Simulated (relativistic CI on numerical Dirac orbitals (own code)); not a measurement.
# V⁺: resonant inelastic scattering at the M2,3 edge

Computed with this model: Dirac-Coulomb-Breit CI, orbitals from a KLI potential per configuration, model QED (radiative potential, 1s self-energy scaled to tabulated hydrogen-like ionisation energies), Kramers-Heisenberg scattering through one core-hole configuration in a parametric crystal field, unscaled Slater integrals; configurations [Ar] 3d4 → [Ne] 3s2 3p5 3d5; 300 K; core-hole width 1.2 eV; summed over polarisations. Incident energies are the highest absorption maxima for each field (at most a few, so the weaker spin-orbit partner edge can be absent), on the computed scale of the free ion. Intensities are in per cent of the strongest line above 0.02 eV; levels within 1 cm⁻¹ are merged; final levels count from the ground level, the first row holds all elastic scattering, lines under 0.4 are left out and each table stops after 24 rows. The scale of the Slater integrals is a model choice and moves the terms in proportion.

Field parameters in Wybourne normalisation: Oh B⁴₀ = 21Dq, B⁴₄ = √(5/14) B⁴₀. The field is a parameter set, without covalency.

S is read from ⟨S²⟩ = S(S + 1).

Oh, 10Dq = 2400 cm⁻¹:

| Final level (eV) | Degeneracy | Irrep | S | 43.4 eV | 51.4 eV |
| --- | --- | --- | --- | --- | --- |
| 0.000 | 1 | A1 | 2.00 | 393.2 | 229.8 |
| 0.000 | 3 | T1 | 2.00 | 4.6 | 26.9 |
| 0.001 | 2 | E | 2.00 | 3.7 | 33.3 |
| 0.001 | 3 | T2 | 2.00 | 3.2 | 24.1 |
| 0.002 | 1 | A2 | 2.00 | 1.3 | 16.6 |
| 0.292 | 3 | T2 | 2.00 | 42.8 | 100.0 |
| 0.292 | 3 | T1 | 2.00 | 42.1 | 98.4 |
| 0.292 | 1 | A1 | 2.00 | 13.7 | 32.1 |
| 0.303 | 3 | T1 | 2.00 | 42.8 | 98.1 |
| 0.303 | 2 | E | 2.00 | 28.2 | 64.8 |
| 0.311 | 3 | T2 | 2.00 | 41.7 | 94.6 |

Oh, 10Dq = 5350 cm⁻¹:

| Final level (eV) | Degeneracy | Irrep | S | 43.5 eV | 51.6 eV |
| --- | --- | --- | --- | --- | --- |
| 0.000 | 1 | A1 | 2.00 | 202.7 | 95.8 |
| 0.000 | 3 | T1 | 2.00 | 1.9 | 11.3 |
| 0.001 | 2 | E | 2.00 | 1.7 | 14.0 |
| 0.001 | 3 | T2 | 2.00 | 1.9 | 10.1 |
| 0.001 | 1 | A2 | 2.00 | 0.8 | 7.0 |
| 0.657 | 7 |  | 2.00 | 38.9 | 100.0 |
| 0.668 | 5 | E+T1 | 2.00 | 28.1 | 71.8 |
| 0.675 | 3 | T2 | 2.00 | 16.6 | 42.3 |

Oh, 10Dq = 8350 cm⁻¹:

```csv
Final level (eV),Degeneracy,Irrep,S,43.6 eV,51.8 eV
0.000,1,A1,2.00,209.0,90.5
0.000,3,T1,2.00,3.4,10.8
0.000,2,E,2.00,4.1,13.4
0.001,3,T2,2.00,4.0,9.7
0.001,1,A2,2.00,2.1,6.7
1.028,7,,2.00,31.3,100.0
1.040,5,E+T1,2.00,22.3,71.2
1.047,3,T2,2.00,13.3,41.7
```

For the first field the strongest loss at the lowest incident energy is the level at 0.29 eV (S = 2.00, against 2.00 in the thermal ground state).
